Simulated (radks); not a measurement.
Cs II, 54 electrons, occupied as [Kr] 4d10 5s2 5p(1/2: 2, 3/2: 3) 6s1 (not the ground configuration). Method: Dirac Kohn-Sham, BLYP, spin-unpolarised, spherical densities, finite nucleus; Fermi nuclear charge, rms radius 4.8041 fm; computed with a radial shooting solver on a logarithmic mesh with Libxc functionals. Some entries of the table are withheld. Estimate them.

orbital  occ.  eigenvalue (Ry)  <r^2> (bohr^2)
1s1/2       2        -2630.063       0.0009250
2s1/2       2        -413.0413         0.01477
2p1/2       2              (1)         0.01088
2p3/2       4              (2)         0.01216
3s1/2       2        -86.44281             (3)
3p1/2       2        -76.25583             (4)
3p3/2       4        -71.29314             (5)
3d3/2       4        -53.37722         0.08711
3d5/2       6        -52.32341         0.08936
4s1/2       2        -16.90067          0.5449
4p1/2       2        -13.24475          0.5910
4p3/2       4        -12.22972          0.6370
4d3/2       4         -6.28366             (6)
4d5/2       6         -6.11518             (7)
5s1/2       2         -2.63812           3.292
5p1/2       2              (8)           4.337
5p3/2       3              (9)           4.727
6s1/2       1         -0.53783           22.23

Answer. 
(1) 2p1/2 eigenvalue (Ry): -388.6682
(2) 2p3/2 eigenvalue (Ry): -362.7653
(3) 3s1/2 <r^2> (bohr^2): 0.1021
(4) 3p1/2 <r^2> (bohr^2): 0.09689
(5) 3p3/2 <r^2> (bohr^2): 0.1047
(6) 4d3/2 <r^2> (bohr^2): 0.8024
(7) 4d5/2 <r^2> (bohr^2): 0.8225
(8) 5p1/2 eigenvalue (Ry): -1.71963
(9) 5p3/2 eigenvalue (Ry): -1.58810
